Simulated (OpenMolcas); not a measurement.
Kr3+: CASPT2 settings compared

| Quantity | Value |
| --- | --- |
| Program | OpenMolcas 26.06 |
| Basis | ANO-R2 [6s5p4d3f1g] |
| Scalar Hamiltonian | X2C, finite nucleus |
| Active space | 3 electrons in 3 orbitals (4p) |
| State averaging | 2S+1 = 4 odd, 1 root; 2S+1 = 2 odd, 8 roots |
| Spin-orbit coupling | state interaction with AMFI integrals over the reference wave functions, term energies averaged over their components |

Methods on the same reference wave functions:
A. CASSCF
B. SS-CASPT2, IPEA 0.6 Eh, sigma2 regulariser 0.4 Eh (closed shells correlated: 3d 4s)
C. SS-CASPT2, IPEA 0 Eh, no level shift (closed shells correlated: 3d 4s)
D. SS-CASPT2, IPEA 0 Eh, imaginary shift 0.15 Eh (closed shells correlated: 3d 4s)

Energies in cm⁻¹ above 4s² 4p³ ⁴S°_3/2, the measured ground level; measured values from Saloman, J. Phys. Chem. Ref. Data 36, 215 (2007).

| Level | A | B | C | D | Measured |
| --- | --- | --- | --- | --- | --- |
| 4s² 4p³ ⁴S°_3/2 | 0.0 | 0.0 | 0.0 | 0.0 | 0.0 |
| 4s² 4p³ ²D°_3/2 | 21985 | 17790 | 18140 | 18140 | 17038 |
| 4s² 4p³ ²D°_5/2 | 23207 | 19110 | 19470 | 19470 | 18700 |
| 4s² 4p³ ²P°_1/2 | 38278 | 32530 | 32880 | 32880 | 31056 |
| 4s² 4p³ ²P°_3/2 | 39947 | 34390 | 34740 | 34740 | 33406 |

Deviations, from unrounded energies. A percentage is the sum of absolute deviations over the sum of measured energies, with the sign that they share, or ± where signs differ.

| Against measurement | Levels | A | B | C | D |
| --- | --- | --- | --- | --- | --- |
| mean absolute deviation (cm-1) | 4 | 5800 | 910 | 1300 | 1300 |
| other terms of the ground configuration (%) | 4 | +23.2 | +3.6 | +5.0 | +5.0 |

B lies closest to measurement on these levels and A furthest from it. The largest miss of B in the table is 4s² 4p³ ²P°_1/2, by +1500 cm-1. The ranking rests on the paired levels alone, and a cruder setting can come out closer through cancelling errors.

Among B to D the level of the table that moves most is 4s² 4p³ ²D°_5/2, by 360 cm-1 (lowest in B, highest in D). Moves below CASPT2's spread within the term are not significant.

The mean deviations of B to D differ by less than CASPT2's widest spread within a term (360 cm-1), so their order carries little weight.

From A to B the spin-free energies of the other terms of 4s² 4p³ shown, above ⁴S°, scale by factors of 0.82 to 0.85.

The lowest spin-free term lies below A's lowest term by 0.527 hartree in B, 0.547 hartree in C, 0.547 hartree in D.

CASPT2 breaks the degeneracy within a term, and the mean is taken; among the terms shown or strongly mixed into the levels shown the widest spread is 360 cm-1 (4s² 4p³ ²D°, B). With the s shell closed, the reference lacks s² → p² mixing. Measured partners are found by configuration, term and J. A level has none where our copy of the source lacks it or the pairing is in doubt (some pairs that miss far off the trend of their configuration count as doubtful), and it then counts in no deviation. Levels of configurations outside the active space are missing.

° marks odd parity.
